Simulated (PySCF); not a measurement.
Cl2H3HfOSi, neutral, multiplicity 2. Atoms are numbered in the order given.

```xyz
8

Hf     0.0870     0.0665     0.2891
Cl    -0.2781    -1.5451     1.9736
Cl     1.0852     2.1679     0.6826
O     -0.4603    -0.3559    -1.5079
Si    -0.9349    -0.7183    -3.0907
H     -0.5202     0.4051    -3.9963
H     -2.4271    -0.8806    -3.1220
H     -0.2680    -1.9945    -3.5155
```
Charge 0, spin multiplicity 2.

Coordinates come from a PBE-D3(BJ)/def2-SVP optimisation. The multiplicity is an assumed one; no other spin state was optimised. The isomer is the one that the SMILES or the coordinates give; other isomers of the formula were not compared. The def2 effective core potentials stand for the cores of Hf; spin–orbit coupling is left out. The values are those of a single conformer.

Level of theory: PBE-D3(BJ)/def2-SVP in PySCF.

Frequencies are harmonic and unscaled.

A small imaginary wavenumber (i) marks a very flat motion, where grid noise or a shallow saddle decides the sign.

**Question.** Estimate the vibrational spectrum. (The exact figures need the calculation; the answer reports its results.)

**Answer.** 
```csv
mode,ν (cm⁻¹),IR (km/mol),moving atoms (share of kinetic energy)
1,19i,0.0,H 98 %
2,38,0.2,"Cl 41 %, Si 36 %, H 11 %, Hf 9 %"
3,41,0.5,"Cl 49 %, Hf 29 %, Si 13 %"
4,83,1.4,"Cl 83 %, Hf 12 %"
5,118,3.7,"O 74 %, H 10 %, Hf 9 %"
6,150,2.3,"O 77 %, Cl 12 %"
7,348,10.5,"Cl 71 %, Si 23 %"
8,379,70.4,"Cl 73 %, Hf 26 %"
9,382,30.9,"Si 40 %, Hf 27 %, Cl 22 %"
10,694,45.6,"H 84 %, Si 9 %"
11,695,38.3,"H 84 %, Si 9 %"
12,912,68.8,H 96 %
13,914,55.3,H 96 %
14,924,823.5,"H 66 %, Si 19 %, O 15 %"
15,999,224.7,"O 69 %, H 26 %"
16,2177,85.4,H 99 %
17,2188,106.7,H 96 %
18,2189,101.4,H 96 %
```
